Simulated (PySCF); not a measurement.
The dipole of `C[S@@](=O)C1=CC(N)=CO1` from its density and from atomic charges.

Coordinates (PBE0-D3(BJ)/def2-SVP, Å) and charges (e) from the PBE0/pcSseg-1 density (PySCF):

```
atom       x       y       z  Mulliken      IAO  Hirshfeld  ESP-fitted
  C1  -2.748  -0.770   0.382   -0.4011  -0.5711    -0.1279     -0.5124
  S2  -1.630  -1.342  -0.933   +0.7146  +1.1224    +0.3339     +0.3174
  O3  -1.950  -0.537  -2.157   -0.6298  -0.8969    -0.3699     -0.4490
  C4  -0.156  -0.587  -0.272   +0.0083  -0.0322    +0.0193     +0.0869
  C5   0.600   0.391  -0.842   -0.1034  -0.2400    -0.0950     -0.1869
  C6   1.718   0.568   0.044   +0.0155  +0.0704    +0.0175     +0.2191
  N7   2.782   1.426  -0.169   -0.4367  -0.5150    -0.2040     -0.7698
  C8   1.532  -0.330   1.066   +0.1573  -0.0800    -0.0369     -0.2922
  O9   0.386  -1.044   0.863   -0.3865  -0.2421    -0.0767     -0.1135
 H10  -2.744   0.328   0.361   +0.1613  +0.1658    +0.0508     +0.1814
 H11  -3.747  -1.159   0.144   +0.1609  +0.1671    +0.0567     +0.2226
 H12  -2.400  -1.160   1.350   +0.1564  +0.1660    +0.0518     +0.1711
 H13   0.377   0.901  -1.776   +0.1070  +0.1826    +0.0608     +0.1865
 H14   3.325   1.644   0.658   +0.1832  +0.2666    +0.1310     +0.3579
 H15   2.542   2.267  -0.680   +0.1901  +0.2697    +0.1318     +0.3509
 H16   2.105  -0.579   1.954   +0.1029  +0.1668    +0.0570     +0.2299
```

Task: What dipole does each set of charges give (1 e·Å = 4.803 D), and what does the density give?

Result: The full density gives (1.36, 1.67, 3.71) D, 4.29 D in size; dipole vectors point from the negative to the positive end.

```
    scheme     μx     μy    μz  size (D)  share of the full size (%)  angle to the full dipole (°)
  Mulliken  -0.32  -0.79  3.97      4.06                          95                            42
       IAO   1.61  -1.39  4.69      5.15                         120                            39
 Hirshfeld   1.36   0.19  2.58      2.92                          68                            21
ESP-fitted   1.33   1.68  3.76      4.33                         101                             1
```

Task: Which set comes closest?

Result: Length of the difference vector: ESP-fitted 0.06 D, Hirshfeld 1.86 D, Mulliken 2.99 D, IAO 3.22 D. Closest: ESP-fitted. ESP charges are fitted to the potential around the molecule, whose slowest-falling term is the dipole's. 

Task: What is left for the Hirshfeld atoms' own dipoles?

Result: The Hirshfeld atoms' densities add up to the full density, so μ = Σ q r + Σ (atomic dipoles). The atomic dipoles sum to (1.36, 1.67, 3.71) − (1.36, 0.19, 2.58) = (0.00, 1.48, 1.13) D, 1.86 D in size.

Task: With the origin at the mean of the coordinates, (-0.001, 0.001, 0.000) Å, which are the largest single terms, by size, of the Hirshfeld dipole along the direction of the full one?

Result: O3 +4.79, S2 -2.96, H14 +1.42, N7 -1.27, H15 +0.70 D; all 16 atoms together +2.74 D. The single terms depend on the origin, their sum doesn't.

Task: Give the size of the full dipole in other units.

Result: 4.29 D = 1.689 au = 0.894 e·Å = 14.32 × 10⁻³⁰ C·m.

The structure is a single PBE0-D3(BJ)/def2-SVP conformer in the gas phase; no vibrational or solvent corrections.

Shape of the structure used: `[CH3:1][S@@:2](=[O:3])[c:4]1[cH:5][c:6]([NH2:7])[cH:8][o:9]1`: C1–S2–C4–C5 -117°, H–N7–C6–C5 162°, H–N7–C6–C5 32°.
